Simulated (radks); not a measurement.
Results of a calculation; reference values are marked as such.
How relativity changes the ionisation of the argon ion Ar16+ ([He]) to Ar17+ (1s1). Spin-unpolarised spherical Kohn-Sham, LDA (Slater exchange, Perdew-Wang correlation), point nucleus unless stated (finite: rms radius 3.4274 fm), a radial shooting solver on a logarithmic mesh with Libxc functionals. A level marked "c x" has the speed of light scaled by that factor.

\begin{tabular}{lrrrrr}
level & E(Ar16+) (hartree) & E(Ar17+) (hartree) & IE (eV) & HOMO & <r> HOMO (bohr) \\ \hline
non-rel. & -311.53451 & -160.32241 & 4114.7 & 1s & 0.08540 \\
scalar-rel. & -312.86680 & -161.01703 & 4132.0 & 1s & 0.08493 \\
scalar-rel., finite nucleus & -312.86616 & -161.01670 & 4132.0 & 1s & 0.08493 \\
Dirac & -312.86680 & -161.01703 & 4132.0 & 1s1/2 & 0.08493 \\
Dirac, finite nucleus & -312.86616 & -161.01670 & 4132.0 & 1s1/2 & 0.08493 \\
Dirac, c x 0.75 & -313.91908 & -161.56574 & 4145.7 & 1s1/2 & 0.08455 \\
Dirac, c x 1.25 & -312.38453 & -160.76557 & 4125.8 & 1s1/2 & 0.08510 \\
Dirac, c x 3 & -311.68141 & -160.39899 & 4116.6 & 1s1/2 & 0.08535 \\
\end{tabular}

NIST Atomic Spectra Database: 4120.7 eV (theoretical). The relativistic part of the total energy of Ar16+ is -1.332 hartree (Dirac, finite nucleus), 0.43 % of the non-relativistic value. Spin polarisation and multiplet splitting of open shells are left out at every level.

Beside tabulated values, note that spin-unpolarised runs miss the spin-polarisation part of the exchange energy of open shells.
